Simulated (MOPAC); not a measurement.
A run for MOPAC: PM3 on CH9GeN (a complex), monomers drawn apart or pushed together.

```
PM3 1SCF PRECISE CHARGE=0 THREADS=1
CH9GeN

Ge    -0.11633913 1    -0.18633466 1     0.27624176 1
H     -0.49513572 1    -0.10737616 1    -1.21030358 1
H      1.11741138 1    -1.08656079 1     0.44048816 1
H     -1.28880555 1    -0.77367958 1     1.07495295 1
H      0.20355214 1     1.22091648 1     0.80055634 1
C     -0.46679341 1     0.56899038 1     3.84435128 1
N      0.64687274 1    -0.31652613 1     3.51232616 1
H     -0.08173851 1     1.45427948 1     4.35267198 1
H     -1.13407285 1     0.05986330 1     4.54141689 1
H     -1.06671663 1     0.90580526 1     2.98809943 1
H      1.29714851 1     0.13343841 1     2.88017523 1
H      0.32111854 1    -1.16067391 1     3.05820699 1
```

The log:

```
*******************************************************************************
 **                                                                           **
 **                              MOPAC v23.2.5                                **
 **                                                                           **
 *******************************************************************************
 ** MOPAC's Digital Object Identifier: https://doi.org/10.5281/zenodo.6511958 **
 **                                                                           **
 ** Please cite the open-source release paper for use of this MOPAC version:  **
 ** J. E. Moussa and J. J. P. Stewart (2026)                                  **
 ** MOPAC: An open-source semiempirical molecular orbital program             **
 ** J. Open Source Softw., 11(119), 8025, https://doi.org/10.21105/joss.08025 **
 *******************************************************************************

                              PM3 CALCULATION RESULTS

 *******************************************************************************
 *  PM3        - The PM3 Hamiltonian to be used
 *
 *
 *
 *                 CHARGE ON SYSTEM = 0
 *
 *
 *
 *  PRECISE    - TIGHTER CRITERIA TO BE USED
 *  1SCF       - DO 1 SCF AND THEN STOP
 *  THREADS=1  - MULTI-THREADING NOT USED
 *  T=         - A TIME OF 172800.0 SECONDS REQUESTED
 *  DUMP=N     - RESTART FILE WRITTEN EVERY 7200.0 SECONDS REQUESTED
 *******************************************************************************
PM3 1SCF PRECISE CHARGE=0 THREADS=1
 CH9GeN

   ATOM   CHEMICAL          X               Y               Z
  NUMBER   SYMBOL      (ANGSTROMS)     (ANGSTROMS)     (ANGSTROMS)

     1      Ge         -0.11633913  *  -0.18633466  *   0.27624176  *
     2       H         -0.49513572  *  -0.10737616  *  -1.21030358  *
     3       H          1.11741138  *  -1.08656079  *   0.44048816  *
     4       H         -1.28880555  *  -0.77367958  *   1.07495295  *
     5       H          0.20355214  *   1.22091648  *   0.80055634  *
     6       C         -0.46679341  *   0.56899038  *   3.84435128  *
     7       N          0.64687274  *  -0.31652613  *   3.51232616  *
     8       H         -0.08173851  *   1.45427948  *   4.35267198  *
     9       H         -1.13407285  *   0.05986330  *   4.54141689  *
    10       H         -1.06671663  *   0.90580526  *   2.98809943  *
    11       H          1.29714851  *   0.13343841  *   2.88017523  *
    12       H          0.32111854  *  -1.16067391  *   3.05820699  *



          CARTESIAN COORDINATES

    NO.       ATOM           X           Y           Z

     1        Ge         -0.1163     -0.1863      0.2762
     2         H         -0.4951     -0.1074     -1.2103
     3         H          1.1174     -1.0866      0.4405
     4         H         -1.2888     -0.7737      1.0750
     5         H          0.2036      1.2209      0.8006
     6         C         -0.4668      0.5690      3.8444
     7         N          0.6469     -0.3165      3.5123
     8         H         -0.0817      1.4543      4.3527
     9         H         -1.1341      0.0599      4.5414
    10         H         -1.0667      0.9058      2.9881
    11         H          1.2971      0.1334      2.8802
    12         H          0.3211     -1.1607      3.0582

  H: (PM3): J. J. P. STEWART, J. COMP. CHEM. 10, 209 (1989).
  C: (PM3): J. J. P. STEWART, J. COMP. CHEM. 10, 209 (1989).
  N: (PM3): J. J. P. STEWART, J. COMP. CHEM. 10, 209 (1989).
 Ge: (PM3): J. J. P. STEWART, J. COMP. CHEM. 12, 320-341 (1991).

           Empirical Formula: C H9 N Ge  =    12 atoms



      MOLECULAR POINT GROUP   :   Cs


      RHF CALCULATION, NO. OF DOUBLY OCCUPIED LEVELS = 11


 -------------------------------------------------------------------------------
 PM3 1SCF PRECISE CHARGE=0 THREADS=1
 CH9GeN



     1SCF WAS SPECIFIED, SO BFGS WAS NOT USED
     SCF FIELD WAS ACHIEVED


                              PM3 CALCULATION
                                                       MOPAC v23.2.5 Linux




          FINAL HEAT OF FORMATION =         31.27010 KCAL/MOL =     130.83410 KJ/MOL


          COSMO AREA              =        126.85 SQUARE ANGSTROMS
          COSMO VOLUME            =        116.68 CUBIC ANGSTROMS

          IONIZATION POTENTIAL    =          9.253206 EV
          HOMO LUMO ENERGIES (EV) =         -9.253  0.176
          NO. OF FILLED LEVELS    =         11
          MOLECULAR WEIGHT        =        107.6788         POINT GROUP:  Cs

          MOLECULAR DIMENSIONS (Angstroms)

            Atom       Atom       Distance
            H     8    H     2     5.79279
            H    12    H     5     2.90315
            H     9    H     3     2.54963


          SCF CALCULATIONS        =          1





   ATOM   CHEMICAL          X               Y               Z
  NUMBER   SYMBOL      (ANGSTROMS)     (ANGSTROMS)     (ANGSTROMS)

     1      Ge         -0.11633913  *  -0.18633466  *   0.27624176  *
     2       H         -0.49513572  *  -0.10737616  *  -1.21030358  *
     3       H          1.11741138  *  -1.08656079  *   0.44048816  *
     4       H         -1.28880555  *  -0.77367958  *   1.07495295  *
     5       H          0.20355214  *   1.22091648  *   0.80055634  *
     6       C         -0.46679341  *   0.56899038  *   3.84435128  *
     7       N          0.64687274  *  -0.31652613  *   3.51232616  *
     8       H         -0.08173851  *   1.45427948  *   4.35267198  *
     9       H         -1.13407285  *   0.05986330  *   4.54141689  *
    10       H         -1.06671663  *   0.90580526  *   2.98809943  *
    11       H          1.29714851  *   0.13343841  *   2.88017523  *
    12       H          0.32111854  *  -1.16067391  *   3.05820699  *

                             CARTESIAN COORDINATES

   1   Ge       -0.116339130    -0.186334660     0.276241760
   2    H       -0.495135720    -0.107376160    -1.210303580
   3    H        1.117411380    -1.086560790     0.440488160
   4    H       -1.288805550    -0.773679580     1.074952950
   5    H        0.203552140     1.220916480     0.800556340
   6    C       -0.466793410     0.568990380     3.844351280
   7    N        0.646872740    -0.316526130     3.512326160
   8    H       -0.081738510     1.454279480     4.352671980
   9    H       -1.134072850     0.059863300     4.541416890
  10    H       -1.066716630     0.905805260     2.988099430
  11    H        1.297148510     0.133438410     2.880175230
  12    H        0.321118540    -1.160673910     3.058206990


           Empirical Formula: C H9 N Ge  =    12 atoms



      MOLECULAR POINT GROUP   :   Cs


                  EIGENVALUES
 -33.20970 -23.06928 -16.65210 -16.28354 -14.98702 -14.10698 -12.63958 -12.48326
 -12.35041 -12.24892  -9.25321   0.17609   0.18242   0.19037   3.13813   3.39460
   3.97250   4.19928   4.46912   5.49946   5.75199


              NET ATOMIC CHARGES AND DIPOLE CONTRIBUTIONS

  ATOM NO.   TYPE          CHARGE      No. of ELECS.   s-Pop       p-Pop
    1         Ge           0.283597        3.7164     0.64998     3.06643
    2          H          -0.064911        1.0649     1.06491
    3          H          -0.069973        1.0700     1.06997
    4          H          -0.071598        1.0716     1.07160
    5          H          -0.071545        1.0715     1.07154
    6          C          -0.115880        4.1159     1.14819     2.96769
    7          N          -0.052802        5.0528     1.45416     3.59864
    8          H           0.043242        0.9568     0.95676
    9          H           0.043213        0.9568     0.95679
   10          H           0.021233        0.9788     0.97877
   11          H           0.027704        0.9723     0.97230
   12          H           0.027719        0.9723     0.97228
 DIPOLE           X         Y         Z       TOTAL
 POINT-CHG.    -0.056     0.025    -0.128     0.142
 HYBRID        -0.638     0.318    -1.189     1.387
 SUM           -0.695     0.343    -1.317     1.528


          ATOMIC ORBITAL ELECTRON POPULATIONS

     Atom    s        px        py        pz
    1 Ge   0.64998   1.01905   1.01749   1.02988
    2  H   1.06491
    3  H   1.06997
    4  H   1.07160
    5  H   1.07154
    6  C   1.14819   0.97320   0.99365   1.00083
    7  N   1.45416   1.10774   1.01576   1.47514
    8  H   0.95676
    9  H   0.95679
   10  H   0.97877
   11  H   0.97230
   12  H   0.97228

 **********************
 *                    *
 * JOB ENDED NORMALLY *
 *                    *
 **********************




 == MOPAC DONE ==
```

The run finished.

Cost: about 0.020 core-seconds (a rough figure).
